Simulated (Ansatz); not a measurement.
```yaml
crystal:
  periodic: [false, false, false]
  atoms:
    - {symbol: N, position_ang: [-0.208041, 1.232158, -0.182996]}
    - {symbol: B, position_ang: [-0.246561, -0.169739, -0.246700]}
    - {symbol: N, position_ang: [0.583032, -1.024699, 0.496048]}
    - {symbol: Cl, position_ang: [-1.437172, -0.919852, -1.352728]}
    - {symbol: H, position_ang: [-0.821632, 1.803057, -0.733595]}
    - {symbol: H, position_ang: [0.422791, 1.745401, 0.405360]}
    - {symbol: H, position_ang: [0.519284, -2.022357, 0.417362]}
    - {symbol: H, position_ang: [1.280398, -0.701169, 1.141446]}
basis:
  gaussian: {orbitals: cc-pVTZ}
hamiltonian: {xc: {name: HF}}
correlation: {active_space: {window: {electrons: 6, orbitals: 2}}}
accuracy: high
scf: {lower_state_search: off}
output: {forces: true}
```

```sh
$ ansatz run in.yaml --threads 4 --pin off --events-out ev --progress --plain --max-ram 10444MiB
```

It prints (some lines left out):

```
Functional definition: HF
3155 factors; integrals over basis functions are off by at most 4.0e-9 eV
mean field evaluation 1: about -16204.1537 eV, gradient 4.2e1 eV
mean field evaluation 2: about -16204.2937 eV, gradient 4.2e1 eV
mean field evaluation 4: about -16207.8415 eV, gradient 2.9e0 eV
mean field evaluation 8: about -16207.8752 eV, gradient 1.7e-1 eV
mean field evaluation 16: about -16207.8753 eV, gradient 3.7e-8 eV
mean field -16207.87532780 eV, -595.6284322044 hartree, gradient 3.7e-8 eV, S^2 0.000000; 0 other end points of the search recorded, 0 dependent functions left out
reference -16207.87532780 eV, -595.6284322044 hartree; 20, 20 occupied and 160, 160 virtual orbitals, 3155 factors
Error: 6 electrons in 2 orbitals form no window around the highest filled level of the reference
```

In this input the active space doesn't fit the electrons. The run stopped with an error.
